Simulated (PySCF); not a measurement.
Geometries of 2 isomers of C4H9BrOSi, from PBE0-D3(BJ)/def2-SVP geometry optimisation, gas phase in PySCF. One conformer each, no zero-point energy, no frequencies.

Task: Which isomer lies lower at this level?
A.
```xyz
16
angstrom
Br    -4.015    0.760    1.198
C     -2.270   -0.066    1.463
C     -2.316   -1.539    1.045
O     -1.082   -2.167    1.254
C     -0.074   -1.830    0.332
C      0.489   -0.423    0.542
Si    -0.917    0.838    0.491
H     -2.073   -0.004    2.544
H     -3.063   -2.080    1.647
H     -2.629   -1.613   -0.016
H     -0.461   -1.935   -0.703
H      0.715   -2.586    0.461
H      0.981   -0.372    1.528
H      1.259   -0.201   -0.215
H     -1.392    1.045   -0.910
H     -0.567    2.151    1.107
```
B.
```xyz
16
angstrom
Br     0.883   -0.414    3.145
Si     0.357   -1.087    1.068
C     -1.376   -0.492    0.663
C     -1.340    1.002    0.326
O     -0.424    1.320   -0.690
C      0.927    1.267   -0.314
C      1.448   -0.164   -0.147
H      0.517   -2.568    1.035
H     -1.732   -1.058   -0.215
H     -2.079   -0.687    1.489
H     -2.325    1.337   -0.034
H     -1.112    1.585    1.242
H      1.087    1.835    0.625
H      1.486    1.787   -1.108
H      1.395   -0.688   -1.118
H      2.503   -0.164    0.171
```

Result: B. That is `[SiH]1(CCOCC1)Br`, 37.6 kcal/mol below the other.

| SMILES | atoms numbered as above | E (Eh) | relative (kcal/mol) | relative (kJ/mol) | dipole (D) |
| --- | --- | --- | --- | --- | --- |
| Br[SiH]1CCOCC1 | [Br:1][SiH:2]1[CH2:3][CH2:4][O:5][CH2:6][CH2:7]1 | -3095.52330 | 0.0 | 0.0 | 1.07 |
| Br[C@H]1COCC[SiH2]1 | [Br:1][C@H:2]1[CH2:3][O:4][CH2:5][CH2:6][SiH2:7]1 | -3095.46338 | 37.6 | 157.3 | 2.00 |
